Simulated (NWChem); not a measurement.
System: C2H4O2Si; SMILES [SiH2]1COC1=O

```xyz
9

O      0.5324    -2.0289     0.0000
C      0.1606    -0.8889     0.0000
O     -1.1775    -0.5065     0.0000
C     -1.1418     0.9609     0.0000
Si     0.7755     0.9723     0.0000
H     -1.6529     1.3498    -0.9038
H     -1.6529     1.3498     0.9038
H      1.4699     1.4757     1.2328
H      1.4699     1.4757    -1.2328
```
Atoms are numbered in this order, from 1.

Computed with NWChem. Structure relaxed at the PBE-D3(BJ)/def2-SVP level. Level: M06-2X/def2-SVP with SMD (1 M gas to 1 M solution), gas-phase geometry. Reactions with the solvent are ignored.

What does the run give for solvent water? Quantities: solvation free energy (kcal/mol); cavity-dispersion-structure term (kcal/mol); dipole in solution (D).


```yaml
solvation free energy (kcal/mol): -4.7
cavity-dispersion-structure term (kcal/mol): 4.5
dipole in solution (D): 6.06
```
